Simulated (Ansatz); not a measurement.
# SiHCl2F (SMILES F[SiH](Cl)Cl): the energy to break a bond

The species is SiHCl2F (5 atoms), meant as a singlet with charge 0. As SMILES, `F[SiH](Cl)Cl`. Geometry: optimised at wB97X-V/def2-SVP.

| atom | x (Å) | y (Å) | z (Å) |
| --- | --- | --- | --- |
| F | 0.0332 | -0.6913 | 1.4870 |
| Si | 0.1232 | -0.0471 | 0.0146 |
| Cl | -0.5194 | 1.8810 | 0.1290 |
| Cl | -1.1022 | -1.1098 | -1.2152 |
| H | 1.5151 | -0.1064 | -0.4569 |

Wanted: the dissociation energy of the Cl3–Si2 bond into doublet Cl and doublet SiHClF (shapes relaxed at wB97X-V/def2-SVP, no zero-point term). 1 Eh = 2625.50 kJ/mol = 27.2114 eV. Totals in Eh; open shells run unrestricted unless said.

| level | program | SiHCl2F | doublet Cl | doublet SiHClF |
| --- | --- | --- | --- | --- |
| HF/def2-TZVP | Ansatz | -1308.214312 | -459.476807 | -848.597199 |
| PBE/def2-TZVP | Ansatz | -1309.970471 | -459.958396 | -849.833572 |
| B3LYP/def2-TZVP | Ansatz | -1310.640277 | -460.166971 | -850.300689 |

Work out the dissociation energy at each level.


1. HF/def2-TZVP: (-459.476807) + (-848.597199) − (-1308.214312) = 0.140306 Eh = 368.4 kJ/mol = 3.82 eV.
2. PBE/def2-TZVP: (-459.958396) + (-849.833572) − (-1309.970471) = 0.178503 Eh = 468.7 kJ/mol = 4.86 eV.
3. B3LYP/def2-TZVP: (-460.166971) + (-850.300689) − (-1310.640277) = 0.172617 Eh = 453.2 kJ/mol = 4.70 eV.

The levels span 368 to 469 kJ/mol; no measured value is set beside them. Hartree–Fock lacks the correlation of the electrons that are unpaired, so it comes out low. A bond enthalpy at 298 K also holds the loss of zero-point energy and thermal terms.
